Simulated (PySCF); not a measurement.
**Computed structure and properties of [Er(NH3)]3+**

System: [Er(NH3)]3+ (singlet in the valence; each metal's 4f electrons, 11 of them, lie in its core potential, out of spins and levels); start: template (C3v). Method: PySCF 2.14.0, RKS PBE0, Er lcecp-1-SVP with ECP57, N def2-SVP, H def2-SVP; non-relativistic Hamiltonian with scalar-relativistic core potentials where named; density fitting; no spin-orbit coupling.

Input of the relaxation:

```python
mol = gto.M(atom='''
Er     0.00000     0.00000    -0.23761
N     -0.00000    -0.00000     2.24489
H      0.93916     0.00004     2.64289
H     -0.46961     0.81332     2.64289
H     -0.46955    -0.81335     2.64289''',
    basis={'Er': 'lcecp-1-SVP', 'N': 'def2-SVP', 'H': 'def2-SVP'},
    ecp={'Er': 'lcecp-1-SVP'},
    charge=3, spin=0)
mf = dft.RKS(mol, xc='PBE0')
mf.grids.atom_grid = (50, 194)  # f atoms: unpruned, at least (60, 302)
mf = mf.density_fit()  # fitting sets: Er AutoAux, N def2-universal-JKFIT, H def2-universal-JKFIT
mf.conv_tol = 1e-08; mf.max_cycle = 55
mf.kernel(dm0)  # dm0: converged density of the start geometry
# quasi-Newton relaxation in Cartesian coordinates to a largest gradient under 0.00045 Eh/bohr, steps kept in the point group
```

Run from Python with OMP_NUM_THREADS=2; the lines above give its settings. Where DIIS fails, smearing, a level shift and second-order steps follow.
It took 7.6 s on 2 threads of Arm Neoverse V1, on a shared host, from the converged density of the start.

Course of the relaxation:

```json
{"step": "0", "energy above end (eV)": "0.1862", "largest force component within the symmetry (eV/Å)": "2.690"}
{"step": "1", "energy above end (eV)": "0.0806", "largest force component within the symmetry (eV/Å)": "1.222"}
{"step": "2", "energy above end (eV)": "0.0167", "largest force component within the symmetry (eV/Å)": "0.436"}
{"step": "3", "energy above end (eV)": "0.0048", "largest force component within the symmetry (eV/Å)": "0.379"}
{"step": "4", "energy above end (eV)": "0.0000", "largest force component within the symmetry (eV/Å)": "0.027"}
{"step": "5", "energy above end (eV)": "0.0000", "largest force component within the symmetry (eV/Å)": "0.006"}
```

Relaxed geometry (C3v):

```xyz
5

Er    0.0000    0.0000   -0.1167
N     0.0000    0.0000    2.1671
H     0.9419    0.0000    2.6285
H    -0.4710    0.8157    2.6285
H    -0.4709   -0.8158    2.6285
```

| contact | Å |
| --- | --- |
| Er1–N2 (NH3) | 2.284 |

On the finer grid (75, 302):

```
HOMO                                                          : -28.18 eV
LUMO                                                          : -20.43 eV
Dipole about the centre of mass                               : 4.02 D
Set of Mulliken populations of Er1 outside the core potential : s 2.11, p 6.06, d 0.36, f 0.01
D3(BJ) dispersion energy (not in the energies)                : -0.091 eV
```

| atom | Mulliken (e) | Löwdin (e) | spin (e) |
| --- | --- | --- | --- |
| Er1 | 2.46 | 2.37 | 0.00 |
| N2 | -0.37 | 0.01 | 0.00 |
| H3 | 0.30 | 0.20 | 0.00 |
| H4 | 0.30 | 0.20 | 0.00 |
| H5 | 0.30 | 0.20 | 0.00 |

The 4f levels lie in the core potential and are missing. Their spin isn't counted.

On the grid (50, 194), as all that follows. Harmonic modes: a minimum; lowest 420 cm⁻¹ (negative: unstable), highest 3274 cm⁻¹, zero-point energy 1.003 eV.

Taking off one NH3 (charge 0, singlet; the rest: singlet) in vacuum, both parts rigid, costs 6.01 eV; the small basis without counterpoise inflates it. Parting with an electron moved from the ligand to the metal can be far cheaper, even downhill.

Rigid scan of NH3 along the line from its metal:

| distance to N2 (Å) | energy (eV) |
| --- | --- |
| 1.98 | 0.693 |
| 2.08 | 0.266 |
| 2.18 | 0.058 |
| 2.28 | 0.000 |
| 2.38 | 0.045 |
| 2.48 | 0.157 |
| 2.68 | 0.495 |

One start shape was tried, so this needn't be the lowest isomer.

An lcecp potential fixes the number of 4f electrons, so in runs with it no electron can move into or out of that shell.
